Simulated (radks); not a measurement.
Values are calculated unless marked as measured or tabulated.
Task: Ionisation of the carbon ion C2+, [He] 2s2, to C3+, [He] 2s1, under several functionals. Non-relativistic Kohn-Sham, spin-polarised, spherical densities, point nucleus; open shells are filled with parallel spins first; a radial shooting solver on a logarithmic mesh with Libxc functionals. The NIST Atomic Spectra Database gives 47.888 eV (measured). Rank these functionals by the error of their Delta-SCF ionisation energy: exchange-only r2SCAN; PBE; LDA (Slater exchange, VWN5 correlation); SOGGA; r2SCAN; exchange-only B88.

Result: From best to worst: PBE 47.106 eV (-0.782); LDA (Slater exchange, VWN5 correlation) 46.948 eV (-0.940); SOGGA 46.690 eV (-1.198); r2SCAN 46.621 eV (-1.267); exchange-only B88 45.917 eV (-1.971); exchange-only r2SCAN 45.492 eV (-2.396).
